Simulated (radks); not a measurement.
Values are calculated unless marked as measured or tabulated.
Excited configurations of Tl37+: one electron is placed in a higher orbital outside [Kr] 4d7. The ground configuration is [Kr] 4d8. Code: a radial shooting solver on a logarithmic mesh with Libxc functionals. Model: Dirac Kohn-Sham, PBE, spin-unpolarised, spherical densities, point nucleus; open shells are shared between the two j in proportion to 2j + 1. Excitation = E - E(ground); binding = E(ion) - E, where the ion is the core of charge +38; n* = 38/sqrt(2 binding) in atomic units. These energies are relativistic, and a one-electron ion of charge +38 with no core already has n* below n in this formula (Dirac formula, point nucleus, mean over j: 4f 3.996, 5s 4.967, 5d 4.990, 6s 5.966, 6d 5.989, 7s 6.965, 7p 6.978, 7f 6.993). The quantum defect is therefore taken as that value minus n*, so that it holds no relativistic shift of the bare ion. Eigenvalue and <r> are those of j = l + 1/2.

| outer orbital | excitation (eV) | binding (eV) | n* | quantum defect | eigenvalue (eV) | <r> (bohr) |
|---|---|---|---|---|---|---|
| 5s | 535.98 | 1219.8 | 4.013 | 0.953 | -1202.1 | 0.6448 |
| 5d | 741.02 | 1014.8 | 4.400 | 0.590 | -993.70 | 0.7011 |
| 6s | 977.70 | 778.11 | 5.025 | 0.941 | -768.54 | 1.005 |
| 6d | 1085.4 | 670.40 | 5.413 | 0.576 | -659.11 | 1.094 |
| 7s | 1214.6 | 541.19 | 6.025 | 0.940 | -534.48 | 1.440 |
| 7p | 1243.0 | 512.78 | 6.190 | 0.788 | -500.75 | 1.510 |
| 7f | 1312.0 | 443.81 | 6.653 | 0.340 | -437.30 | 1.595 |

Estimate the row for 4f.

Answer. excitation (eV) 245.45; binding (eV) 1510.4; n* 3.607; quantum defect 0.390; eigenvalue (eV) -1475.0; <r> (bohr) 0.3596. The Delta-SCF ionisation energy is 1755.8 eV (NIST Atomic Spectra Database: 1740 eV, theoretical). Self-interaction in the functional shifts the binding energies and quantum defects, so they are the method's values and not measured ones. Spin polarisation and multiplet splitting are left out, so open shells lie too high by an amount that depends on their filling. Sharing an open shell by 2j + 1 raises it above the true ground level by a part of the spin-orbit splitting, which enters the differences from NIST.

Beside tabulated values, note that spin-unpolarised runs miss the spin-polarisation part of the exchange energy of open shells.
